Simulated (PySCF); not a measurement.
Input file for PySCF: R-B3LYP/LANL2DZ on HfO2 (SMILES [O]=[Hf]=[O]), 2S+1 = 1.

```python
from pyscf import gto, scf, dft, mp
from pyscf.data.elements import chemcore

mol = gto.M(
    atom='''
    Hf    0.41205463   -0.34289504    0.40855520
    O     0.87393269    0.37433985   -1.16463339
    O    -1.31915603    0.01592679    0.68575856
    ''',
    basis='lanl2dz',
    ecp={'Hf': 'lanl2dz'},
    charge=0, spin=0, verbose=3, max_memory=1800)
mf = dft.RKS(mol, xc='b3lyp')
mf.conv_tol = 1e-8
mf.max_cycle = 100
mf.kernel()
if not mf.converged:
    mf = mf.newton().run(mf.mo_coeff, mf.mo_occ)
```

Task: What total energy does the run end on?

Result: -199.3882 hartree.
